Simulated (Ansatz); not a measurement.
A made-up structure of AlBH$_{3}$ClO, closed shell:

```json
{"atom": "O1", "x (Å)": "-1.7885", "y (Å)": "0.4971", "z (Å)": "-0.3952"}
{"atom": "Al2", "x (Å)": "-0.1337", "y (Å)": "0.6966", "z (Å)": "-0.0623"}
{"atom": "B3", "x (Å)": "0.9161", "y (Å)": "-1.0706", "z (Å)": "0.4986"}
{"atom": "Cl4", "x (Å)": "-0.7951", "y (Å)": "0.5613", "z (Å)": "2.0631"}
{"atom": "H5", "x (Å)": "-2.3549", "y (Å)": "1.2086", "z (Å)": "-0.6902"}
{"atom": "H6", "x (Å)": "0.5176", "y (Å)": "2.1402", "z (Å)": "-0.2153"}
{"atom": "H7", "x (Å)": "0.9191", "y (Å)": "-1.6145", "z (Å)": "1.5643"}
```

It is relaxed with PBE-D4/def2-SVP and then PBE0-D4/def2-TZVP (Ansatz 0.2.0). Atoms count as bonded within 1.22 times the sum of their covalent radii (H–H: 0.88 Å). The end point is not checked to be a true minimum.

Task: Does its bonding change? (Judge from chemistry; the calculation decides.)

Result: The calculation gives: Yes. Formed: B3–Cl4; broken: Al2–Cl4.

Where it ends: The first stage lowers the energy by 2.72 eV in 14 steps. It ends as AlBH₃ClO ([OH][AlH][BH][Cl]):
```
7
angstrom
O -1.8705 0.5718 -0.7685
Al -0.3479 0.8776 -0.0775
B 0.3328 -0.5654 1.3350
Cl 0.2027 -0.1891 3.0420
H -2.2959 1.1627 -1.3880
H 0.4393 2.1967 -0.4933
H 0.8202 -1.6356 1.1133
```

Labels in which every atom is bracketed show which atoms are joined, not bond orders.

For scale, one of the runs: PBE0-D4/def2-TZVP relaxation, 154 basis functions, launched by `ansatz run in.yaml --threads 2 --pin off --events-out ev --progress --plain --max-ram 4352MiB`. Hardware: 2 CPU threads of an Arm Neoverse V1, shared host. Wall time about 41 s.
